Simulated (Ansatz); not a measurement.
The first iterations of a band of AlH3O2S + H2 (9 atoms, charge 0, multiplicity 1).

Theory: Ansatz 0.2.0, RKS PBE/def2-SVP.

```
movable images  : 5
climbing image  : yes
spring          : 5.0 eV/Å²
optimiser       : quadratic models (default)
start path      : through a guess of the saddle point
force threshold : 0.05 eV/Å
iteration limit : 60
end points      : relaxed
```

Initial state:

```xyz
9
Properties=species:S:1:pos:R:3
Al -0.214 -0.094 -0.394
S 1.369 1.180 -1.243
O 0.206 -1.728 -0.084
O -1.849 0.405 -0.240
H 0.720 0.820 1.603
H 0.194 0.430 2.018
H 2.246 0.135 -1.219
H -0.471 -2.382 0.151
H -2.201 1.235 -0.592
```

Final state:

```xyz
9
Properties=species:S:1:pos:R:3
Al -0.567 -0.009 0.424
S 1.580 1.104 -0.606
O 0.303 -1.497 0.019
O -1.889 0.297 -0.650
H 2.244 1.050 0.584
H -0.515 0.510 1.931
H 1.499 -0.297 -0.676
H -0.131 -2.170 -0.534
H -2.525 1.011 -0.491
```

| iteration | highest image above the first end (eV) | largest band force component (eV/Å) |
| --- | --- | --- |
| 1 | 1.845 | 8.813 |
| 2 | 1.218 | 1.471 |
| 3 | 1.202 | 0.949 |
| 4 | 1.171 | 0.471 |
| 5 | 1.159 | 0.327 |
| 6 | 1.150 | 0.262 |
| 7 | 1.133 | 0.361 |
| 8 | 1.126 | 0.332 |
| 9 | 1.115 | 0.322 |
| 10 | 1.092 | 0.391 |

Task: Does the band converge within its limit, and where does its top end?

Result: The run converged. It ended after 30 iterations with the highest image 0.872 eV above the first end. Beside the main top the profile has a ripple of under 15 meV (maxima at images 3, 5), which may be a very shallow well or noise. A vibrational analysis at the climbing image gives one clearly imaginary mode, 736i cm⁻¹: a first-order saddle point. The orbitals stay closed-shell, which can raise the energy where a bond breaks towards radicals; this wasn't checked here.

Run time: 3.6 min on 2 threads of Arm Neoverse V1, with other jobs on the host, peak memory 0.12 GiB.
